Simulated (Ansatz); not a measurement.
Question: Name a neutral molecule of C, F, O, Ti and H with HOMO–LUMO gap (PBE/def2-TZVPP) between 2.75 and 3.05 eV and size of the dipole moment (PBE/def2-TZVPP) between 4.60 and 4.90 D (Ansatz, PBE0-D4/def2-TZVP geometry).

Answer: `CC1=CC(C(F)(F)F)=[O+][Ti-]([CH3])([F])([F])[O]1` (3.00 eV, 4.72 D). Other molecules can fit too; these were computed, each in one conformer that needn't be the lowest.
